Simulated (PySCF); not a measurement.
# Computed records: AlB₂GeH₆, CH₅AlBGe, CH₅GeO₂, CH₈Ge₂O and others

Computed with PySCF 2.14.0. Calculation on a computer-drawn molecule: optimised geometry and harmonic frequencies of an isolated molecule of the commonest isotopes, restricted reference for singlets and unrestricted otherwise, frozen core in MP2; on germanium a core potential holds 10 electrons, which the energies leave out, and 3d is frozen in MP2 and coupled-cluster steps.

Common to all runs: method HF; basis and core potential on germanium cc-pVDZ-PP ECP10MDF.

(1) AlB₂GeH₆

Start structure:
```xyz
10
AlB2GeH6
B     -0.1742     0.5055    -0.6997
B      1.0498     0.1279     0.0757
Al     1.9997     0.9245     1.9080
Ge     2.3572    -1.3851     0.6597
H     -0.1985     1.0953    -1.7509
H     -1.2837     0.2586    -0.3692
H      2.6487     2.3350     1.6775
H      1.0268     1.0057     3.1434
H      1.2063    -1.3942     1.8115
H      3.2016    -0.2888     2.0725
```

* charge: 0
* multiplicity: 2
* basis: cc-pV(D+d)Z
* rotational constants: 4.736, 1.699, 1.289 GHz
* total energy: -588.0702 hartree
* spin squared: 0.7653
* convergence status largest gradient component: 1.176e-05 hartree/bohr

Drawn bonds:
```
atom  other atom  order
   1           2      1
   2           3      1
   2           4      1
   1           5      1
   1           6      1
   3           7      1
   3           8      1
   4           9      1
   4          10      1
```

Optimised structure:
```xyz
10
AlB2GeH6
B     -0.1439     0.4262    -0.4414
B      1.0652     0.3328     0.6889
Al     1.5880     1.9703     1.9645
Ge     2.1642    -1.3609     0.8412
H      0.0712     0.7696    -1.5753
H     -1.2880     0.1918    -0.1467
H      2.7801     2.9452     1.5918
H      0.7931     2.2149     3.3132
H      1.7112    -2.7008     0.2573
H      3.0926    -1.6047     2.0349
```

Modes:
```
frequency (cm⁻¹)  reduced mass (dalton)
           100.9                  3.982
             122                  1.108
           132.2                  2.668
           185.5                  1.229
           218.8                  1.416
           222.7                   1.34
           365.3                  1.068
           375.6                  3.272
           465.8                  1.192
           532.2                  1.153
           616.6                  1.225
           684.9                  1.749
           694.5                  4.388
           835.7                   1.08
           955.7                  1.134
           995.5                  2.718
            1023                  1.522
            1265                  1.282
            1970                  1.059
            1972                  1.025
            2210                  1.024
            2219                  1.017
            2646                  1.056
            2710                   1.12
```

(2) CH₅AlBGe

Start structure:
```xyz
9
CH5AlBGe
B      0.7419    -2.2422     1.1600
C      0.3334    -1.0408     1.7080
Ge    -1.2300     0.0364     1.0528
Al    -1.9162    -1.3145    -0.9442
H      1.2063    -3.2803     0.6727
H      0.7630    -0.6260     2.5567
H     -1.1613     1.1876     2.1144
H     -3.0388    -0.9683    -1.9070
H     -0.9667    -2.4757    -0.9324
```

* charge: 1
* multiplicity: 1
* basis: cc-pV(D+d)Z
* rotational constants: 5.955, 2.221, 1.617 GHz
* total energy: -600.4637 hartree
* convergence status largest gradient component: 1.401e-05 hartree/bohr

Drawn bonds:
```
atom  other atom  order
   1           2      1
   2           3      2
   3           4      1
   1           5      1
   2           6      1
   3           7      1
   4           8      1
   4           9      1
```

Optimised structure:
```xyz
9
CH5AlBGe
B      1.0322    -2.2329     1.4439
C      0.4674    -1.0299     1.9009
Ge    -0.9696    -0.2875     0.9960
Al    -2.0721    -1.3047    -1.1128
H      1.4610    -3.2376     1.0154
H      0.8508    -0.5154     2.7780
H     -1.4097     1.0079     1.6716
H     -3.2661    -0.4906    -1.6881
H     -1.3623    -2.6331    -1.5239
```

Modes:
```
frequency (cm⁻¹)  reduced mass (dalton)
           78.14                  4.019
           79.64                   1.09
           149.5                  2.671
           192.2                  2.925
           289.4                  11.31
           401.2                   1.07
           445.7                  1.178
           587.4                   1.14
           678.9                  2.844
           699.6                  1.225
           735.8                  1.156
           776.6                  1.074
           810.1                  1.281
           887.4                  1.415
            1077                  1.262
            1481                  5.975
            2066                  1.023
            2109                  1.063
            2263                  1.021
            2969                  1.127
            3324                  1.089
```

(3) CH₅GeO₂

Start structure:
```xyz
9
CH5GeO2
C      0.1633     0.4653     0.7067
Ge    -1.7151     1.0173     0.7813
O     -2.9662     1.0107    -0.4044
O     -2.3991     1.5897     2.1959
H      0.1540    -0.6478     0.4268
H      0.5522     0.6374     1.6979
H      0.6482     1.0343     0.0156
H     -2.9118     0.6894    -1.3383
H     -3.3331     1.9048     2.3028
```

* charge: 1
* multiplicity: 1
* basis: cc-pVDZ
* rotational constants: 6.919, 5.374, 3.084 GHz
* total energy: -483.6773 hartree
* convergence status largest gradient component: 3.051e-05 hartree/bohr

Drawn bonds:
```
atom  other atom  order
   1           2      1
   2           3      1
   2           4      1
   1           5      1
   1           6      1
   1           7      1
   3           8      1
   4           9      1
```

Optimised structure:
```xyz
9
CH5GeO2
C      0.0759     0.4571     0.7056
Ge    -1.7507     1.0068     0.7964
O     -2.9310     0.9868    -0.4287
O     -2.3753     1.6110     2.2506
H      0.1079    -0.5988     0.4346
H      0.5203     0.6222     1.6857
H      0.5801     1.0508    -0.0577
H     -2.7484     0.6764    -1.3103
H     -3.2863     1.8887     2.3082
```

Modes:
```
frequency (cm⁻¹)  reduced mass (dalton)
           36.66                  1.048
           186.5                  3.393
           212.4                  5.336
           259.7                  4.813
           422.7                  1.096
           488.7                  1.121
             618                  4.706
             844                  3.287
           865.1                   3.84
             885                  1.485
             898                  1.216
           940.6                  1.448
           959.7                  1.242
            1390                  1.181
            1528                  1.045
            1533                  1.049
            3196                  1.029
            3308                  1.105
            3330                  1.108
            4061                  1.068
            4087                  1.069
```

(4) CH₈Ge₂O

Start structure:
```xyz
12
CH8Ge2O
O     -0.5952    -0.4057    -0.6314
C      0.5359    -1.0767    -1.1441
Ge     0.8700    -2.4358     0.2985
Ge     2.0571     0.1434    -1.5571
H     -0.9019     0.1811    -1.2790
H      0.2085    -1.5998    -2.0504
H      2.0642    -3.3538    -0.0156
H     -0.3702    -3.1968     0.5869
H      1.3488    -1.7196     1.5418
H      3.1949    -0.4651    -2.2170
H      1.5124     1.1872    -2.4892
H      2.4601     0.8517    -0.3011
```

- charge: 0
- multiplicity: 1
- basis: cc-pVDZ
- rotational constants: 4.995, 1.114, 0.9515 GHz
- total energy: -704.1022 hartree
- convergence status largest gradient component: 6.781e-06 hartree/bohr

Drawn bonds:
```
atom  other atom  order
   1           2      1
   2           3      1
   2           4      1
   1           5      1
   2           6      1
   3           7      1
   3           8      1
   3           9      1
   4          10      1
   4          11      1
   4          12      1
```

Optimised structure:
```xyz
12
CH8Ge2O
O     -0.5987    -0.3328    -0.6306
C      0.5200    -1.0736    -1.1010
Ge     0.9061    -2.3957     0.3180
Ge     2.0205     0.1437    -1.5457
H     -0.9472     0.2008    -1.3302
H      0.2591    -1.6418    -2.0018
H      2.1152    -3.2491    -0.0907
H     -0.3118    -3.3027     0.5112
H      1.2212    -1.6716     1.6287
H      3.1456    -0.6101    -2.2658
H      1.4790     1.2447    -2.4722
H      2.5757     0.7983    -0.2776
```

Modes:
```
frequency (cm⁻¹)  reduced mass (dalton)
           110.8                  1.072
           123.3                  3.751
           141.4                  1.206
           236.2                  5.635
           260.4                  3.445
           311.2                  1.055
           437.2                  2.105
           529.8                  1.239
           561.6                  1.074
           650.8                  1.242
           753.1                  1.729
           787.1                  2.414
           897.5                  1.052
           933.7                  1.044
           955.2                   1.02
           962.1                  1.022
           962.9                  1.021
           964.5                  1.033
            1128                  6.684
            1171                  1.184
            1321                  1.146
            1456                  1.249
            2194                  1.022
            2208                  1.022
            2217                  1.023
            2226                  1.023
            2231                  1.015
            2242                  1.014
            3156                  1.084
            4125                  1.067
```

(5) B₂GeH₅O

Start structure:
```xyz
9
B2GeH5O
B     -1.9618     0.8871    -0.5061
B     -1.0523    -0.0739     0.2875
Ge    -1.8041    -1.9376     0.5965
O     -3.3562    -2.3292    -0.1406
H     -3.1863     0.8885    -0.4984
H     -1.5865     1.6775    -1.2773
H      0.0174    -0.0026     0.7689
H     -1.2728    -3.4236     0.6152
H     -3.8664    -1.6122    -0.2865
```

- charge: 0
- multiplicity: 2
- basis: cc-pVDZ
- rotational constants: 8.732, 2.956, 2.27 GHz
- total energy: -420.4664 hartree
- spin squared: 0.7742
- convergence status largest gradient component: 2.312e-05 hartree/bohr

Drawn bonds:
```
atom  other atom  order
   1           2      1
   2           3      1
   3           4      1
   1           5      1
   1           6      1
   2           7      1
   3           8      1
   4           9      1
```

Optimised structure:
```xyz
9
B2GeH5O
B     -1.9574     1.0531    -0.5166
B     -1.1467    -0.1723     0.2941
Ge    -1.9151    -2.0266     0.6110
O     -3.3491    -2.5793    -0.2968
H     -2.8562     1.6763    -0.0150
H     -1.6643     1.3342    -1.6489
H     -0.0993     0.0036     0.8553
H     -1.0488    -3.2819     0.6798
H     -4.0320    -1.9331    -0.4039
```

Modes:
```
frequency (cm⁻¹)  reduced mass (dalton)
           86.19                   3.56
           141.4                  2.137
           174.6                  1.526
           252.5                  1.906
           306.7                  1.224
           368.2                  1.238
           517.4                  1.376
           552.9                  2.038
           720.1                  2.783
           747.9                  1.584
           794.5                  1.226
           850.9                  1.443
           962.5                  1.114
             977                  2.387
            1079                  1.568
            1273                  1.261
            2241                  1.021
            2655                  1.056
            2703                  1.092
            2721                  1.121
            4158                  1.067
```

(6) CH₇BGeN

Start structure:
```xyz
11
CH7BGeN
C      0.2554    -0.8444    -0.4021
N      0.1673    -0.0127     0.5590
B     -0.9746     0.7881     0.9243
Ge    -2.7339     0.6624    -0.1574
H     -0.6059    -0.9294    -1.1330
H      1.1558    -1.3722    -0.6303
H      0.9268     0.0591     1.1293
H     -0.9128     1.4493     1.8653
H     -3.3160    -0.5742    -0.2804
H     -3.8539     1.5629     0.2854
H     -2.5177     1.0935    -1.5936
```

* charge: 0
* multiplicity: 2
* basis: cc-pVDZ
* rotational constants: 12.77, 2.022, 1.784 GHz
* total energy: -414.4380 hartree
* spin squared: 0.7693
* convergence status largest gradient component: 6.232e-06 hartree/bohr

Drawn bonds:
```
atom  other atom  order
   1           2      1
   2           3      1
   3           4      1
   1           5      1
   1           6      1
   2           7      1
   3           8      1
   4           9      1
   4          10      1
   4          11      1
```

Optimised structure:
```xyz
11
CH7BGeN
C      0.4393    -0.7072    -0.6025
N      0.1094    -0.0626     0.5864
B     -1.0936     0.5276     0.9836
Ge    -2.8320     0.6620    -0.1714
H     -0.2692    -0.6794    -1.4145
H      1.4785    -0.9348    -0.7856
H      0.8547    -0.0594     1.2550
H     -1.1175     0.9937     2.0918
H     -3.9732    -0.1210     0.5000
H     -3.2908     2.1271    -0.2638
H     -2.7151     0.1365    -1.6124
```

Modes:
```
frequency (cm⁻¹)  reduced mass (dalton)
           43.35                  1.102
           174.2                  4.005
           234.8                  1.187
           319.4                  1.534
           417.7                  2.003
           436.6                  2.005
             475                  1.501
             504                  1.192
           701.6                  2.009
           717.5                   1.27
           913.1                  1.039
           929.2                  1.243
           972.2                  1.021
             978                  1.048
            1018                   1.71
            1143                  1.267
            1294                   2.04
            1410                  2.244
            1579                  1.188
            1646                  1.753
            2181                  1.023
            2182                  1.023
            2205                  1.013
            2681                  1.094
            3321                   1.05
            3454                  1.124
            3818                  1.076
```
